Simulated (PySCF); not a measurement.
## How methods differ on the excitation energy of Si²⁺

Si²⁺ [Ne] 3s2 (1S) → Si²⁺ [Ne] 3s1 3d1 (3D), as a difference of total energies. All numbers are calculated (PySCF 2.14, the spin-free X2C one-electron Hamiltonian (Gaussian nucleus), in aug-cc-pVDZ-DK (5s4p2d, 27 functions)). Correlated levels: valence: [Ne] frozen. The calculations carry no spin-orbit coupling.

| method | excitation energy (cm⁻¹) |
| --- | --- |
| UHF | 140510 |
| LDA | 142710 |
| PBE0 | 141480 |
| r2SCAN | 139010 |
| B2PLYP | 145730 |
| wB97X-V | 144920 |
| BHandHLYP | 145750 |
| MP2 (valence) | 146610 |
| SCS-MP2 (valence) | 148020 |

**Question.** Estimate what MN15 gives.

**Answer.** 143810 cm⁻¹, closest to LDA among the rows shown.

**Question.** Estimate what PBE gives.

**Answer.** 140020 cm⁻¹, closest to UHF among the rows shown.

The promoted electron is Rydberg-like, and one or two diffuse shells describe it only roughly, which tends to raise the upper state.
